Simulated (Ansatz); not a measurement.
CH5NSi, SMILES `N[C][SiH3]` (excited triplet) (charge 0, multiplicity 3). This triplet is an excited state, 1.14 eV above the relaxed singlet at the level frozen-core CCSD(T)/cc-pVTZ // PBE0-D3(BJ)/def2-TZVP (Ansatz, a first-principles code).

Computed with frozen-core fic-MRCISD+Q@CASSCF(2e,2o)/cc-pVTZ // PBE0-D3(BJ)/def2-TZVP run with Ansatz.

Ansatz 0.2 input:
```yaml
crystal:
  periodic: [false, false, false]
  atoms:
    - { symbol: N, position_ang: [1.698528, 0.346363, 0.321669] }
    - { symbol: C, position_ang: [0.367231, 0.473094, 0.522834] }
    - { symbol: Si, position_ang: [-1.23037, -0.139465, -0.106757] }
    - { symbol: H, position_ang: [2.156974, -0.50561, 0.616414] }
    - { symbol: H, position_ang: [2.107559, 0.757441, -0.506969] }
    - { symbol: H, position_ang: [-2.319948, 0.490328, 0.678757] }
    - { symbol: H, position_ang: [-1.428815, 0.201915, -1.548674] }
    - { symbol: H, position_ang: [-1.35116, -1.624067, 0.022726] }
basis:
  gaussian: { orbitals: cc-pVTZ }
correlation:
  method: fic_mrcisd_q
  active_space: { window: { electrons: 2, orbitals: 2 } }
magnetization:
  spin_polarized: false
  initial_magnetization: 2
```

Output:

```
Functional definition: HF
937 factors; integrals over basis functions are off by at most 8.9e-4 eV
mean field evaluation 1: about -10449.5206 eV, gradient 2.5e1 eV
mean field evaluation 2: about -10449.5305 eV, gradient 2.5e1 eV
mean field evaluation 4: about -10451.9816 eV, gradient 4.1e0 eV
mean field evaluation 8: about -10452.0788 eV, gradient 4.9e-1 eV
mean field -10452.08175937 eV, -384.1069199813 hartree, gradient 4.9e-6 eV, S^2 2.000000; 0 other end points of the search recorded, 0 dependent functions left out
reference -10452.08175937 eV, -384.1069199813 hartree; 17, 15 occupied and 147, 149 virtual orbitals, 937 factors
state -10452.08175937 eV, -384.1069199813 hartree
contracted CI cycle   1: correlation 0.00000000 eV, 0.0000000000 hartree, residual 3.75e1 eV
contracted CI cycle   2: correlation -11.71932291 eV, -0.4306771732 hartree, residual 4.90e0 eV
contracted CI cycle   3: correlation -11.97659900 eV, -0.4401318953 hartree, residual 1.08e0 eV
contracted CI cycle   4: correlation -11.98901394 eV, -0.4405881359 hartree, residual 2.66e-1 eV
contracted CI cycle   5: correlation -11.99001311 eV, -0.4406248546 hartree, residual 8.70e-2 eV
contracted CI cycle   6: correlation -11.99010812 eV, -0.4406283462 hartree, residual 2.65e-2 eV
contracted CI cycle   7: correlation -11.99011660 eV, -0.4406286579 hartree, residual 7.32e-3 eV
contracted CI cycle   8: correlation -11.99011725 eV, -0.4406286819 hartree, residual 2.07e-3 eV
contracted CI cycle   9: correlation -11.99011730 eV, -0.4406286837 hartree, residual 5.58e-4 eV
state -10452.08175937 eV, -384.1069199813 hartree; corrected -10465.76079224 eV, -384.6096151674 hartree
Total energy: -10465.76079224 eV, -384.6096151674 hartree
```
